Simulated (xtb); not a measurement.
C4H12Si2, SMILES C1[C@@H](CC)[SiH2][SiH2]1. All values are semi-empirical tight-binding results from xtb (GFN2-xTB unless named), good for trends rather than for accurate numbers. Coordinates come from a GFN2-xTB optimisation. The structure was generated by enumeration; whether it is a known compound was not checked. Other conformers were not sampled.

Optimised geometry:

Bonded distances (Å): C1–C2 1.526, C1–H7 1.087, C1–H8 1.088, C1–H9 1.088, C2–C3 1.523, C2–H10 1.094, C2–H11 1.094, C3–C4 1.551, C3–Si6 1.934, C3–H12 1.095, C4–Si5 1.923, C4–H13 1.089, C4–H14 1.092, Si5–Si6 2.322, Si5–H15 1.468, Si5–H16 1.468, Si6–H17 1.469, Si6–H18 1.468. Angles (°): C2–C1–H7 110.7, C2–C1–H8 110.7, C2–C1–H9 110.4, H7–C1–H8 108.3, H7–C1–H9 108.3, H8–C1–H9 108.4, C1–C2–C3 112.8, C1–C2–H10 109.3, C1–C2–H11 109.0, C3–C2–H10 109.2, C3–C2–H11 109.1, H10–C2–H11 107.4, C2–C3–C4 113.9, C2–C3–Si6 116.8, C2–C3–H12 107.6, C4–C3–Si6 100.4, C4–C3–H12 108.6, Si6–C3–H12 109.3, C3–C4–Si5 101.1, C3–C4–H13 112.6, C3–C4–H14 109.7, Si5–C4–H13 116.5, Si5–C4–H14 110.4, H13–C4–H14 106.4, C4–Si5–Si6 78.0, C4–Si5–H15 113.5, C4–Si5–H16 112.9, Si6–Si5–H15 123.7, Si6–Si5–H16 119.7, H15–Si5–H16 106.2, C3–Si6–Si5 77.9, C3–Si6–H17 112.1, C3–Si6–H18 113.2, Si5–Si6–H17 119.8, Si5–Si6–H18 124.6, H17–Si6–H18 106.0.

**Question.** Estimate the properties. (The exact figures need the calculation; the answer reports its results.)

**Answer.** 
- orbital gap = 3.89 eV
- dipole moment = 0.67 D
- zero-point energy = 89.1 kcal/mol
- G − E(el) at 298.15 K (modified RRHO) = 68.3 kcal/mol
- static polarisability (D4 model) = 101.4 bohr³
- solvation energy, GFN2-xTB/ALPB(water) = 0.0 kcal/mol
- solvation energy, GFN2-xTB/ALPB(methanol) = -4.1 kcal/mol

Computed atomic charges and the Wiberg bond orders between heavy atoms:
charges (e) C1 -0.09, C2 -0.05, C3 -0.13, C4 -0.17, Si5 0.36, Si6 0.37, H7 0.03, H8 0.02, H9 0.03, H10 0.01, H11 0.01, H12 0.00, H13 0.00, H14 0.01, H15 -0.10, H16 -0.10, H17 -0.10, H18 -0.11. Bond orders C1–C2 1.01, C2–C3 1.02, C3–C4 1.02, C4–Si5 0.91, C3–Si6 0.88, Si5–Si6 0.86.
